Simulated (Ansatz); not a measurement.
Born–Oppenheimer molecular dynamics of Cl$_{3}$FH$_{4}$OSi (10 atoms, charge 0, multiplicity 1). It starts from a rough guess of a transition structure, not a stationary point.

Computed with UKS B3LYP-D4/STO-3G (Ansatz).

```yaml
ensemble: NVE (velocity Verlet)
time_step: 0.5 fs
steps_asked: 150
starting_velocities_drawn_for: 600 K
seed: 328280
```

Frames 5 fs apart, positions in Å, forces in eV/Å.

Velocities at 5.0 fs (Å/ps):

```
Si 6.66 4.15 0.17
H -2.78 -19.11 -54.18
Cl 3.48 2.08 -4.53
Cl -1.91 -1.70 3.24
Cl -3.93 1.33 5.92
H -2.58 -24.69 2.67
O 4.09 -4.26 -2.03
H 27.95 35.46 -24.50
F -7.51 -5.60 -4.52
H -48.43 5.82 25.73
```

```xyz
10
Properties=species:S:1:pos:R:3:forces:R:3 time_fs=5.0 energy_less_start_eV=-0.304 T=895
Si -0.525 -0.918 -0.353 1.53 5.78 1.20
H -0.688 0.140 0.950 0.36 -0.44 -0.34
Cl -0.106 -1.631 -2.233 0.41 -0.87 -1.90
Cl 0.353 -2.291 0.845 0.96 -1.85 1.31
Cl -2.572 -0.686 -0.463 -1.72 -0.28 -0.44
H 0.797 1.334 0.201 0.96 -0.08 -0.48
O 0.701 0.678 -0.791 0.24 -2.25 -0.32
H -0.176 1.021 1.363 0.69 0.78 0.39
F 0.621 1.818 1.325 -1.14 -1.86 -1.35
H 1.599 0.354 -1.324 -2.29 1.07 1.93
10
Properties=species:S:1:pos:R:3:forces:R:3 time_fs=10.0 energy_less_start_eV=-0.783 T=1352
Si -0.488 -0.875 -0.347 -0.21 1.94 -1.00
H -0.651 0.017 0.691 0.03 1.48 2.46
Cl -0.088 -1.623 -2.262 0.35 -0.36 -1.02
Cl 0.347 -2.306 0.865 0.80 -1.48 0.74
Cl -2.597 -0.681 -0.435 -0.99 -0.61 -0.76
H 0.900 1.196 0.084 0.17 0.96 1.18
O 0.697 0.651 -0.787 0.07 -2.08 -1.63
H -0.143 1.145 1.335 -1.62 -0.98 0.73
F 0.586 1.787 1.295 1.73 0.70 -0.96
H 1.565 0.361 -1.246 -0.32 0.42 0.26
10
Properties=species:S:1:pos:R:3:forces:R:3 time_fs=15.0 energy_less_start_eV=-1.037 T=1598
Si -0.452 -0.810 -0.346 -0.94 1.44 1.10
H -0.603 0.122 0.862 -0.42 -0.74 -0.12
Cl -0.067 -1.617 -2.297 0.04 -0.07 -0.13
Cl 0.346 -2.330 0.890 0.28 -0.42 -0.06
Cl -2.628 -0.679 -0.413 0.39 -0.38 -0.54
H 1.010 1.212 0.131 -2.49 -0.45 0.00
O 0.686 0.602 -0.792 1.50 0.76 1.20
H -0.284 1.171 1.433 1.19 0.23 -0.69
F 0.562 1.758 1.255 0.47 0.23 0.06
H 1.580 0.383 -1.206 -0.02 -0.61 -0.82
10
Properties=species:S:1:pos:R:3:forces:R:3 time_fs=20.0 energy_less_start_eV=-0.759 T=1334
Si -0.424 -0.737 -0.338 -1.68 -1.28 1.14
H -0.647 0.145 1.090 -0.23 -0.76 -1.34
Cl -0.045 -1.613 -2.333 -0.21 0.15 0.65
Cl 0.346 -2.357 0.915 -0.12 0.60 -0.70
Cl -2.657 -0.681 -0.394 1.29 -0.09 -0.43
H 0.712 1.198 0.223 1.15 0.16 -1.28
O 0.688 0.556 -0.786 2.23 0.10 -0.16
H -0.300 1.178 1.446 -0.04 -0.88 -0.08
F 0.548 1.735 1.213 0.61 1.40 0.43
H 1.605 0.303 -1.327 -2.99 0.61 1.77
10
Properties=species:S:1:pos:R:3:forces:R:3 time_fs=25.0 energy_less_start_eV=-0.276 T=871
Si -0.411 -0.675 -0.322 -2.95 -4.87 -0.05
H -0.733 0.009 1.038 0.54 0.93 -0.05
Cl -0.025 -1.607 -2.365 -0.25 0.55 1.27
Cl 0.347 -2.381 0.935 -0.27 1.21 -1.12
Cl -2.677 -0.683 -0.378 1.53 0.01 -0.59
H 0.602 1.257 0.113 2.07 1.02 0.29
O 0.699 0.519 -0.767 -4.75 2.23 3.71
H -0.307 1.007 1.422 1.77 0.94 -0.44
F 0.543 1.727 1.175 -2.00 -0.90 0.25
H 1.397 0.252 -1.308 4.31 -1.12 -3.27
10
Properties=species:S:1:pos:R:3:forces:R:3 time_fs=30.0 energy_less_start_eV=-0.063 T=666
Si -0.423 -0.653 -0.304 -3.35 -5.62 0.06
H -0.710 0.051 0.963 0.32 0.43 0.59
Cl -0.007 -1.597 -2.389 -0.18 0.80 1.51
Cl 0.345 -2.396 0.948 -0.41 1.45 -1.27
Cl -2.688 -0.685 -0.366 1.53 -0.05 -0.64
H 0.898 1.452 0.025 -1.19 -2.09 0.33
O 0.690 0.504 -0.729 5.30 1.98 -3.18
H -0.034 0.934 1.328 -1.65 -1.86 0.39
F 0.521 1.717 1.139 2.71 3.73 -0.41
H 1.438 0.171 -1.503 -3.08 1.23 2.60
10
Properties=species:S:1:pos:R:3:forces:R:3 time_fs=35.0 energy_less_start_eV=-0.262 T=857
Si -0.462 -0.676 -0.287 -1.28 -3.41 -0.23
H -0.643 0.149 0.996 -0.68 -1.47 -0.14
Cl 0.010 -1.582 -2.402 -0.38 0.96 1.81
Cl 0.341 -2.402 0.952 -0.55 1.48 -1.23
Cl -2.687 -0.687 -0.358 1.40 -0.01 -0.44
H 0.988 1.296 0.045 -0.97 0.78 1.27
O 0.727 0.518 -0.713 -2.24 0.21 2.58
H 0.076 0.760 1.287 0.32 2.61 0.65
F 0.523 1.736 1.101 1.59 -0.24 -0.01
H 1.171 0.238 -1.484 2.79 -0.93 -4.27
10
Properties=species:S:1:pos:R:3:forces:R:3 time_fs=40.0 energy_less_start_eV=-0.451 T=1039
Si -0.510 -0.730 -0.272 1.32 -1.16 -0.42
H -0.665 0.005 1.031 0.47 0.44 0.27
Cl 0.025 -1.561 -2.403 -0.46 0.83 1.55
Cl 0.333 -2.398 0.948 -0.43 0.79 -1.12
Cl -2.678 -0.690 -0.354 0.58 -0.15 -0.63
H 0.901 1.219 0.194 1.00 0.29 -2.70
O 0.759 0.527 -0.701 -0.83 -3.41 -3.43
H 0.120 0.928 1.425 -1.47 -0.62 0.78
F 0.545 1.764 1.066 0.68 2.04 2.29
H 1.124 0.300 -1.725 -0.87 0.93 3.40
10
Properties=species:S:1:pos:R:3:forces:R:3 time_fs=45.0 energy_less_start_eV=-0.815 T=1385
Si -0.550 -0.793 -0.259 2.32 0.13 0.44
H -0.611 -0.081 1.093 0.02 0.51 -0.82
Cl 0.036 -1.534 -2.393 -0.78 0.52 1.53
Cl 0.322 -2.389 0.936 -0.12 -0.21 -0.88
Cl -2.665 -0.693 -0.354 -0.26 -0.18 -0.70
H 0.945 1.277 -0.046 -0.78 0.29 1.12
O 0.771 0.489 -0.715 -1.57 -2.36 0.50
H -0.032 1.117 1.612 1.48 1.16 -2.10
F 0.575 1.808 1.057 -0.75 0.10 2.31
H 1.038 0.531 -1.657 0.45 0.04 -1.40
10
Properties=species:S:1:pos:R:3:forces:R:3 time_fs=50.0 energy_less_start_eV=-0.921 T=1486
Si -0.569 -0.856 -0.244 2.46 1.19 -0.58
H -0.547 -0.048 0.998 -0.41 0.35 -0.33
Cl 0.042 -1.504 -2.374 -0.97 -0.10 1.13
Cl 0.310 -2.381 0.918 0.19 -1.09 -0.28
Cl -2.654 -0.698 -0.358 -0.82 -0.27 -0.64
H 0.830 1.333 -0.135 -0.76 -1.51 0.81
O 0.764 0.426 -0.729 0.45 1.54 -1.31
H -0.107 1.376 1.538 -0.35 -0.71 -0.14
F 0.607 1.865 1.068 0.92 1.77 0.05
H 1.008 0.693 -1.711 -0.71 -1.16 1.30
10
Properties=species:S:1:pos:R:3:forces:R:3 time_fs=55.0 energy_less_start_eV=-0.781 T=1352
Si -0.568 -0.909 -0.234 1.75 2.17 -2.09
H -0.575 0.072 0.843 -0.43 -0.08 0.79
Cl 0.042 -1.474 -2.346 -1.08 -0.81 0.42
Cl 0.300 -2.380 0.899 0.50 -1.53 0.54
Cl -2.647 -0.704 -0.367 -1.00 -0.48 -0.61
H 0.591 1.143 -0.032 1.44 0.94 -0.25
O 0.757 0.372 -0.746 -0.28 0.79 -0.87
H -0.187 1.485 1.433 0.64 0.40 0.20
F 0.646 1.941 1.079 -1.06 -0.48 -0.30
H 0.870 0.724 -1.742 -0.49 -0.92 2.17
10
Properties=species:S:1:pos:R:3:forces:R:3 time_fs=60.0 energy_less_start_eV=-0.548 T=1127
Si -0.553 -0.942 -0.241 0.25 4.17 -0.78
H -0.690 0.155 0.835 0.24 -1.13 0.00
Cl 0.034 -1.450 -2.316 -1.02 -1.29 -0.41
Cl 0.293 -2.390 0.883 0.81 -1.88 1.03
Cl -2.648 -0.714 -0.380 -0.97 -0.74 -0.78
H 0.648 1.086 0.016 1.27 0.74 -0.72
O 0.742 0.326 -0.750 -0.01 0.00 4.75
H -0.251 1.628 1.379 1.87 0.77 -0.20
F 0.680 2.015 1.086 -2.31 -1.58 -0.42
H 0.697 0.646 -1.659 -0.13 0.95 -2.45
```

Of the whole run (75 fs, mean temperature of the second half 1143 K): The conserved energy stayed within 0.82 meV per atom of its start (net change 0.64 meV per atom), so the integration is sound. The system heated up, since it started high on the potential surface and ran downhill. A run of 0.075 ps of so small a system gives no equilibrium averages. The orbitals stay closed-shell, which can raise the energy where a bond breaks towards radicals; this wasn't checked here. Limits of this set-up: minimal basis.

Time of the run: 9.8 min on 1 thread of Intel(R) Xeon(R) Platinum 8488C (Sapphire Rapids), on a shared host, peak memory 0.22 GiB.
